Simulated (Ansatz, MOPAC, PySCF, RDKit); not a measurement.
Torsion H3–Si1–S2–H4 in H2SSi (SMILES [SiH]S); at each angle all else is relaxed with GFN2-xTB, and the levels are single points there.
Geometry at 180° (charge 0, multiplicity 1):
```tsv
atom	x (Å)	y (Å)	z (Å)
Si	0.9916	0.6971	-0.4429
S	-0.9870	0.4653	0.4142
H	1.4963	-0.5077	0.2472
H	-1.5323	1.5298	-0.1608
```
Energies count from the point at 180°.

Correlated levels freeze the cores. CBS(a, b) extrapolates the correlation energy as X⁻³ and adds the Hartree–Fock energy of set b. The state that PM3 reach isn't checked.

The values were computed with Ansatz (Gaussian basis) for Hartree–Fock, density functionals and correlated methods; MOPAC for PM3 (differences of heats of formation); PySCF for the dispersion terms; RDKit for the force fields. 

Energies in kJ/mol.

| dihedral (°) | UFF | PM3 | B3LYP-D3(BJ)/def2-TZVPP | CCSD(T)/CBS(cc-pV(T+d)Z, cc-pV(Q+d)Z) |
|---|---|---|---|---|
| 0 | -9.4 | 10.4 | 9.7 | 9.8 |
| 30 | 29.7 | 23.3 | 22.7 | 22.4 |
| 60 | 112.8 | 54.1 | 55.3 | 53.5 |
| 90 | 157.8 | 71.6 | 78.1 | 73.8 |
| 120 | 117.2 | 46.6 | 55.2 | 53.4 |
| 150 | 38.2 | 13.6 | 16.9 | 16.7 |
| 180 | 0.0 | 0.0 | 0.0 | 0.0 |
| 210 | 38.2 | 13.6 | 16.9 | 16.7 |
| 240 | 117.2 | 46.6 | 55.2 | 53.4 |
| 270 | 157.8 | 71.6 | 78.1 | 73.8 |
| 300 | 112.8 | 54.1 | 55.3 | 53.5 |
| 330 | 29.7 | 23.3 | 22.7 | 22.4 |

Ansatz is an electronic-structure program.
